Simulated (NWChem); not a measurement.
System: C$_{3}$H$_{9}$Bi; SMILES [CH3][Bi]([CH3])[CH3]

Input file for NWChem:

```
start job
memory heap 200 mb stack 900 mb global 1100 mb
geometry units angstroms noautoz
  Bi     0.000000     0.000000     0.293773
  C     -1.874074    -0.369066    -0.943860
  H     -2.282405    -1.360810    -0.702175
  H     -1.624350    -0.323095    -2.013013
  H     -2.625602     0.397466    -0.706530
  C      0.617417     1.807529    -0.943860
  H      0.532367     1.568276    -2.013013
  H      1.657017     2.075105    -0.706530
  H     -0.037293     2.657026    -0.702175
  C      1.256658    -1.438463    -0.943860
  H      1.091984    -1.245181    -2.013013
  H      0.968586    -2.472571    -0.706530
  H      2.319698    -1.296216    -0.702175
end
basis spherical
  Bi library def2-svp
  C library def2-svp
  H library def2-svp
end
ecp
  Bi library def2-ecp
end
dft
  xc hfexch
  iterations 150
  mulliken
end
task dft energy
```

The geometry was optimised at PBE0/def2-SVP. Not confirmed as a minimum by frequencies. def2 effective core potentials on Bi; no spin-orbit coupling.

Problem. What results follow from this input? (Hartree-Fock/def2-SVP with def2 effective core potentials on Bi.) Quantities: energy (Ha); highest occupied level (eV); orbital gap (eV); dipole (D).

Solution. 
| Property | Result |
|---|---|
| energy (Ha) | -332.27 |
| highest occupied level (eV) | -8.65 |
| orbital gap (eV) | 12.02 |
| dipole (D) | 0.27 |
